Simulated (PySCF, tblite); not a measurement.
Species: C2H12NPSi2.
Structure used (GFN2-xTB), in Å, numbered top down from 1:
```
atom  x, y, z in Å
C1    -1.2758   -1.6811   -0.2086
N2    -0.8245   -0.3079   -0.3137
Si3   -1.9217    0.9609    0.1325
Si4    0.8949   -0.1615   -0.5323
C5     1.4670    1.6340   -0.3128
P6     1.8872   -1.6131    0.8846
H7    -0.9172   -2.1457    0.7170
H8    -0.8917   -2.2668   -1.0451
H9    -2.3621   -1.7294   -0.2190
H10   -1.5328    2.1469   -0.6241
H11   -1.8893    1.2416    1.5761
H12   -3.2564    0.4948   -0.2461
H13    1.2057   -0.6409   -1.8933
H14    2.5474    1.6919   -0.3987
H15    1.1848    2.0316    0.6571
H16    1.0394    2.2751   -1.0743
H17    3.1198   -0.9900    0.8545
H18    1.5167   -0.9339    2.0344
```

Level of theory: CAM-B3LYP/def2-SVPD in PySCF (dipole) on a GFN2-xTB geometry, gas phase.

Masses are those of the commonest isotopes; rigid-rotor values at the optimised geometry. The values belong to one conformer with, in the numbering `[CH3:1][N:2]([SiH3:3])[Si@@H:4]([CH3:5])[PH2:6]`, C1–N2–Si4–C5 -169°, N2–Si4–P6–H -161° and -68°.

Question: Give the principal moments of inertia and the rotational constants in GHz.

Answer: Ia = 205.25, Ib = 420.91, Ic = 545.79 u·Å²; 505379 MHz·u·Å²/I gives 2462, 1201 and 926.0 MHz, that is A = 2.4622, B = 1.2007, C = 0.9260 GHz.

Question: Classify the top.

Answer: An asymmetric top: κ = (2 × 1201 − 2462 − 926.0)/(2462 − 926.0) = -0.64.

Question: Is it planar, by Δ = Ic − Ia − Ib?

Answer: Not planar: Δ = Ic − Ia − Ib = -80.37 u·Å². For a rigid frame Δ = −2 Σ m c², so Σ m c² = 40.18 u·Å² lies off the ab plane: 14.90 from hydrogen and 25.28 from heavier atoms. The atom farthest from that plane is 2.03 Å away.

Question: List the rotational levels J(Ka,Kc) to J = 5 (MHz).

Answer: Above 0(0,0):
J = 1: 1(0,1) 2127, 1(1,1) 3388, 1(1,0) 3663
J = 2: 2(0,2) 6340, 2(1,2) 7367, 2(1,1) 8191, 2(2,1) 11976, 2(2,0) 12016
J = 3: 3(0,3) 12564, 3(1,3) 13311, 3(1,2) 14956, 3(2,2) 18355, 3(2,1) 18551, 3(3,1) 25373, 3(3,0) 25377
J = 4: 4(0,4) 20712, 4(1,4) 21198, 4(1,3) 23919, 4(2,3) 26831, 4(2,2) 27385, 4(3,2) 33950, 4(3,1) 33976, 4(4,1) 43680, 4(4,0) 43681
J = 5: 5(0,5) 30716, 5(1,5) 31003, 5(1,4) 35023, 5(2,4) 37375, 5(2,3) 38556, 5(3,3) 44687, 5(3,2) 44788, 5(4,2) 54403, 5(4,1) 54405, 5(5,1) 66910, 5(5,0) 66910

Question: Predict some low-J microwave lines.

Answer: The dipole components are |μa| = 0.53 D, |μb| = 0.67 D, |μc| = 0.25 D. The squared components, which scale the intensities, stand as 0.63 : 1.00 : 0.14 (a : b : c). Some lines, for components of 0.1 D or more:

```csv
type,branch,"J(Ka,Kc)",MHz,lower level (cm⁻¹)
b,Q,"2(1,1) ← 2(0,2)",1851,0.211
a,Q,"4(1,3) ← 4(1,4)",2722,0.707
c,Q,"3(2,2) ← 3(1,2)",3400,0.499
b,Q,"4(2,2) ← 4(1,3)",3465,0.798
c,R,"1(1,0) ← 0(0,0)",3663,0.000
b,Q,"2(2,0) ← 2(1,1)",3825,0.273
a,R,"2(0,2) ← 1(0,1)",4213,0.071
a,R,"2(1,1) ← 1(1,0)",4528,0.122
b,Q,"3(2,2) ← 3(1,3)",5044,0.444
c,R,"2(1,1) ← 1(0,1)",6064,0.071
a,R,"3(0,3) ← 2(0,2)",6225,0.211
b,Q,"4(3,1) ← 4(2,2)",6591,0.913
c,Q,"3(3,1) ← 3(2,1)",6823,0.619
b,Q,"4(3,2) ← 4(2,3)",7120,0.895
b,R,"4(0,4) ← 3(1,3)",7401,0.444
b,R,"2(2,1) ← 1(1,0)",8313,0.122
a,R,"4(1,3) ← 3(1,2)",8964,0.499
b,R,"3(2,2) ← 2(1,1)",10165,0.273
c,R,"3(2,1) ← 2(1,1)",10360,0.273
c,R,"3(3,1) ← 2(2,1)",13398,0.399
b,R,"4(2,2) ← 3(1,3)",14074,0.444
b,R,"4(4,0) ← 3(3,1)",18307,0.846
```

Question: Estimate the classical rotational partition function at 50 K, 100 K and 298.15 K.

Answer: Point group C1, symmetry number σ = 1; q = (√π/σ)·√((kT/h)³/(ABC)), k/h = 20836.6 MHz/K: 36000 at 50 K, 102000 at 100 K, 525000 at 298.15 K.

Its GFN2-xTB frequencies are all real (lowest 18 cm⁻¹). Zero-point vibration and centrifugal distortion are left out. A rigid rotor knows nothing of internal rotation, which can split or shift real lines. Quadrupole hyperfine structure (14N) is left out.
